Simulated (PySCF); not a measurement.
# Polarisability and C₆ of Ta²⁺ (tantalum, charge +2)

[Xe] 4f14 5d3, high-spin 4F determinant. Calculation: PySCF 2.14, in aug-cc-pVTZ-PP with one added diffuse shell each of s, p, d, f, g type with ECP60MDF (7s7p6d4f3g, 113 functions); scalar relativity through the core potential. Coupled (time-dependent) response in atomic units; α is the mean over directions.

```csv
method,mean α (bohr³),C₆ (like pair),S(−4)
PBE0,14.16,78.40,114.5
```

S(−4) is the Cauchy moment in α(ω) = α(0) + S(−4) ω² + …

Spin-orbit coupling is absent.

α(iu) at PBE0:

```csv
u (hartree),α(iu) (bohr³)
0,14.16
0.0500,13.88
0.100,13.15
0.200,11.19
0.300,9.408
0.500,6.954
0.750,5.114
1.00,3.945
1.50,2.556
2.00,1.778
3.00,0.9838
5.00,0.4156
```

For an ion, C₆ is the dispersion term alone; charge-induced terms of lower order in 1/R come first.

Energies and moments cover only the electrons outside the core potential. Spin-orbit coupling, absent here, splits the open shell strongly.
